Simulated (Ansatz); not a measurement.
Reaction (ligand exchange at the Si–S bond): `F[Si](F)(Cl)S[SiH2]Cl` + HBr → `F[Si](F)(Cl)Br` + `S[SiH2]Cl`

Calculated with Ansatz (gas phase, PBE0-D4/def2-TZVP geometries, no zero-point term in ΔE). CCSD(T)/CBS adds triple-zeta CCSD(T) − MP2 to the extrapolated MP2 energy (def2 sets, frozen cores). Functionals use def2-TZVPP. B3LYP here is the variant with VWN-RPA as its local correlation; programs differ in this. For Br outer-core shells are correlated without core-valence functions, which leaves a few kJ/mol of doubt a bond. Scalar relativity is left out up to krypton. One conformer a species, not always the lowest.

```json
{"level": "PBE0-D4", "ΔE (kcal/mol)": "-5.1", "difference from CCSD(T)/CBS": "1.1"}
{"level": "B3LYP-D4", "ΔE (kcal/mol)": "-4.8", "difference from CCSD(T)/CBS": "1.4"}
{"level": "ωB97X-V", "ΔE (kcal/mol)": "-5.8", "difference from CCSD(T)/CBS": "0.4"}
{"level": "B2PLYP", "ΔE (kcal/mol)": "-7.2", "difference from CCSD(T)/CBS": "-1.0"}
{"level": "PBE", "ΔE (kcal/mol)": "-6.8", "difference from CCSD(T)/CBS": "-0.6"}
{"level": "r2SCAN", "ΔE (kcal/mol)": "-6.4", "difference from CCSD(T)/CBS": "-0.2"}
{"level": "SCS-MP2/def2-TZVPP", "ΔE (kcal/mol)": "-6.4", "difference from CCSD(T)/CBS": "-0.2"}
{"level": "CCSD(T)/def2-TZVPP", "ΔE (kcal/mol)": "-5.9", "difference from CCSD(T)/CBS": "0.3"}
{"level": "MP2/def2-QZVPP", "ΔE (kcal/mol)": "-6.1", "difference from CCSD(T)/CBS": "0.1"}
{"level": "CCSD/CBS(def2)", "ΔE (kcal/mol)": "-6.9", "difference from CCSD(T)/CBS": "-0.7"}
{"level": "CCSD(T)/CBS", "ΔE (kcal/mol)": "-6.2", "difference from CCSD(T)/CBS": "0"}
```

Largest T1 diagnostic among the species: 0.011.

The D4 term adds +3.2 kcal/mol with B3LYP and +1.9 kcal/mol with PBE0; it sums over pairs of atoms, weighted by their polarisabilities, and B3LYP, whose exchange is more repulsive, gets the larger term. In def2-TZVPP, CCSD(T) changes the Hartree–Fock value by +3.5 kcal/mol (the triples alone add +0.7 kcal/mol) and MP2 by +3.6 kcal/mol.
